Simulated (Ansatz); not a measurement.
Telling isomers of CH7AlGe apart by their spectra

These gas-phase data were calculated for one isomer of CH7AlGe at PBE0-D3(BJ)/def2-SVP (harmonic, unscaled wavenumbers; equilibrium rotational constants with average atomic masses):

| Item | Value |
| --- | --- |
| rotational constants | 17.38, 2.009, 1.918 GHz |
| all wavenumbers above 1500 cm⁻¹ | 3145, 3069, 2145, 2144, 2144, 1931, 1927 |

Candidates:

(1) `[AlH2][CH2][GeH3]`, a singlet
(2) `[CH3][GeH2][AlH2]`, a singlet

Question: Which candidate do the data belong to?

Answer: Candidate (1). 2 modes lie between 2750 and 3290 cm⁻¹, one for each C–H bond, while (2) has 3.

The same quantities for all candidates:

|  | rotational constants (GHz) | wavenumbers above 1500 cm⁻¹ | E above the lowest, PBE0-D3(BJ)/def2-SVP (kcal/mol) |
| --- | --- | --- | --- |
| (1) | 17.38, 2.009, 1.918 | 3145, 3069, 2145, 2144, 2144, 1931, 1927 | 4.2 |
| (2) | 10.85, 2.736, 2.277 | 3183, 3182, 3070, 2103, 2102, 1921, 1910 | 0.0 |

Harmonic stretches to hydrogen usually lie a few per cent above observed fundamentals. Each candidate is one conformer. Programs: Ansatz 0.2.0.
